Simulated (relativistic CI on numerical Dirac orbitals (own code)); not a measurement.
# Cr³⁺ in a cubic cluster: 1s photoemission with charge transfer

Computed with a charge-transfer multiplet model of a cubic metal-ligand cluster with up to 2 ligand holes, Slater and spin-orbit integrals from Dirac-Coulomb-Breit ions, Slater integrals scaled by 0.8. The parameters are those of a tetrahedral site (10Dq negative, t2 hopping the larger). The ground state mixes d3 with configurations of k ligand holes L, whose averages lie at kΔ + k(k − 1)U_dd/2; a core hole lowers each added d electron by U_cd. 20 K, Lorentzian 1.1 eV and Gaussian 0.6 eV FWHM.

Atomic integrals in eV (Slater integrals scaled, ζ unscaled), ground: F2dd 8.574, F4dd 5.368, zeta_d 0.033; with the core hole: F2dd 9.940, F4dd 6.254, zeta_d 0.051, G2cd 0.050.

Cluster parameters (eV): U_dd = 5.7, U_cd = 6.8, 10Dq = -0.2, 10Dq(ligand) = 0, V(eg) = 0.65, V(t2g) = -1.1, final-state hopping factor = 1.

```csv
Case,n_d,d3,d4L,d5L2,S
Δ = 2.5 eV,3.42,0.61,0.37,0.03,1.50
Δ = 3.5 eV,3.31,0.71,0.28,0.01,1.50
Δ = 4.5 eV,3.22,0.78,0.21,0.01,1.50
```

Weights, n_d and S are thermal averages at 20 K. Binding energies count from the first peak over 30 % of the highest in each spectrum, which can be another peak from case to case. The parameters are a model scan and need not match a compound or its usual spin state. Peaks in eV (height, largest 100):
- Δ = 2.5 eV: 0.0 (100), 2.4 (62), 8.2 (44), 10.4 (17)
- Δ = 3.5 eV: 0.0 (100), 2.6 (53), 6.9 (55)
- Δ = 4.5 eV: 0.0 (100), 2.7 (49), 6.4 (71)

For the case Δ = 3.5 eV, Δ = 3.5 eV is smaller than U_dd = 5.7 eV, the charge-transfer side of the Zaanen-Sawatzky-Allen scheme. With the core hole the configuration with one ligand hole lies at Δ − U_cd = -4.3, -3.3, -2.3 eV from the one without, in the order of the table; where this is negative the screened configuration lies lower, though the effective hopping of about 2.5 eV (from the holes of the mixed ground state) mixes the two strongly wherever it is as large as the gap.
